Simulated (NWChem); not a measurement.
# CHF2, doublet; SMILES F[CH]F

Program: NWChem. Pople sets run with spherical d functions. Spin-unrestricted. In the optimisation the excess spin sits in a' (Cs, its own frame). Geometry: optimised at PBE-D3(BJ)/def2-SVP, spin-unrestricted. No stability test was run on the SCF state. B3LYP is NWChem's, with the RPA form of VWN correlation.

Problem. Predict the results for B3LYP/6-31G*. Quantities: highest occupied level (eV); lowest empty minus highest occupied level, either spin (eV); dipole (D); <S²>.

Solution. 
```
Property                                                     Value
-----------------------------------------------------------  -----
highest occupied level (eV)                                  -6.12
lowest empty minus highest occupied level, either spin (eV)   4.57
dipole (D)                                                    1.21
<S²>                                                         0.752
```
